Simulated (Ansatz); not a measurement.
H2OSi, SMILES `O[SiH]` (lower singlet; H–O–Si–H torsion 180°) (charge 0, multiplicity 1). This singlet lies 1.72 eV below the relaxed triplet at the level composite: frozen-core CCSD(T) with HF/cc-pVQZ and the correlation energy extrapolated as X^-3 from cc-pVTZ and cc-pVQZ, plus CCSDT(Q) minus CCSD(T) in cc-pVDZ // PBE0-D3(BJ)/def2-TZVP (Ansatz, a quantum-chemistry and plane-wave program).

These are frozen-core CCSD(T)/cc-pVQZ // PBE0-D3(BJ)/def2-TZVP (Ansatz) values and carry that method's errors.

Ansatz 0.2 input:
```yaml
crystal:
  periodic: [false, false, false]
  atoms:
    - { symbol: O, position_ang: [-0.685969, -0.362692, -0.051524] }
    - { symbol: Si, position_ang: [0.580613, 0.696139, 0.092896] }
    - { symbol: H, position_ang: [-1.551299, 0.052698, -0.005619] }
    - { symbol: H, position_ang: [1.656654, -0.386144, -0.035753] }
basis:
  gaussian: { orbitals: cc-pVQZ }
correlation:
  method: ccsd_t
```

Output:

```
Functional definition: HF
1037 factors; integrals over basis functions are off by at most 8.5e-4 eV
mean field evaluation 1: about -9929.8360 eV, gradient 3.6e1 eV
mean field evaluation 2: about -9929.8377 eV, gradient 3.6e1 eV
mean field evaluation 4: about -9932.2394 eV, gradient 2.2e0 eV
mean field evaluation 8: about -9932.2654 eV, gradient 1.1e-1 eV
mean field evaluation 16: about -9931.1087 eV, gradient 2.7e1 eV
mean field -9932.26552974 eV, -365.0040258867 hartree, gradient 2.5e-6 eV, S^2 0.000000; 0 other end points of the search recorded, 0 dependent functions left out; unrestricted orbitals would lower it
6 core orbitals not correlated
reference -9932.26552974 eV, -365.0040258867 hartree; 6, 6 occupied and 162, 162 virtual orbitals, 1037 factors
second order -10.22476041 eV of doubles, -0.00000000 eV of singles
cycle   1  -10.27750027 eV  change   -5.3e-2 eV  update   8.3e-2
cycle   2  -10.57684510 eV  change   -3.0e-1 eV  update   3.0e-2
cycle   3  -10.66580452 eV  change   -8.9e-2 eV  update   1.7e-2
cycle   4  -10.65088212 eV  change    1.5e-2 eV  update   4.3e-3
cycle   5  -10.65082579 eV  change    5.6e-5 eV  update   1.9e-3
cycle   6  -10.65140211 eV  change   -5.8e-4 eV  update   5.3e-4
cycle   7  -10.65105300 eV  change    3.5e-4 eV  update   2.1e-4
cycle   8  -10.65105877 eV  change   -5.8e-6 eV  update   7.3e-5
cycle   9  -10.65108943 eV  change   -3.1e-5 eV  update   2.7e-5
cycle  10  -10.65107923 eV  change    1.0e-5 eV  update   9.9e-6
perturbative correction -0.41344096 eV, -0.0151936749 hartree
Total energy: -9943.33004993 eV, -365.4106395037 hartree
```
